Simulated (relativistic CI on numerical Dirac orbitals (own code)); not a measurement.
# Transition arrays of Mo²²⁺

These numbers are calculated, not measured: Dirac-Coulomb-Breit CI, KLI orbitals optimised for each configuration, model QED, valence Slater integrals scaled by 0.9, whole transition arrays (own radial code, finite nucleus).

Configuration list (outside the closed core [Ne] 3s2): 3p⁶3d², 3p⁶3d4f, 3p⁵3d³, 3p⁶3d4p, 3p⁶3d5f. Levels of other configurations are missing.

All E1 lines from the levels of 3p⁶3d²; mean and standard deviation are weighted by gf, and upper levels are sorted by their leading configuration.

```csv
Upper configuration,Lines,Σgf,Mean (eV),Mean (nm),σ (eV),Strongest line (nm)
3p⁶3d4f,81,75.0,546.75,2.268,4.06,2.265
3p⁵3d³,466,69.2,168.87,7.342,12.27,7.048
3p⁶3d4p,60,3.1,443.49,2.796,3.90,2.798
3p⁶3d5f,81,20.1,715.37,1.733,4.26,1.737
```

Σgf per state of the lower configuration in bins of 0.2 nm over the central range (centre: value): 1.7: 0.45, 2.3: 1.67, 2.7: 0.05, 2.9: 0.02, 6.7: 0.08, 6.9: 0.30, 7.1: 0.41, 7.3: 0.21, 7.5: 0.10, 7.7: 0.15, 7.9: 0.08, 8.1: 0.04, 8.3: 0.05.

(1) How do configuration mixing and the scaling of the Slater integrals move the arrays?

Results:

(1) Slater scale 0.9, no configuration mixing: 3p⁶3d4f 546.5 ± 4.0 eV (Σgf 70.3), 3p⁵3d³ 168.9 ± 12.2 eV (Σgf 71.3), 3p⁶3d4p 443.5 ± 3.8 eV (Σgf 3.5), 3p⁶3d5f 715.3 ± 4.2 eV (Σgf 17.1); Slater scale 1: 3p⁶3d4f 547.1 ± 4.4 eV (Σgf 75.7), 3p⁵3d³ 171.9 ± 13.0 eV (Σgf 70.2), 3p⁶3d4p 443.5 ± 4.3 eV (Σgf 3.1), 3p⁶3d5f 715.5 ± 4.6 eV (Σgf 20.3); Slater scale 0.8: 3p⁶3d4f 546.4 ± 3.7 eV (Σgf 74.3), 3p⁵3d³ 165.9 ± 11.6 eV (Σgf 68.3), 3p⁶3d4p 443.5 ± 3.6 eV (Σgf 3.2), 3p⁶3d5f 715.3 ± 3.9 eV (Σgf 19.9). With mixing, levels are counted to their leading configuration, so an array can shrink or vanish into another, and the sums then hold other lines.
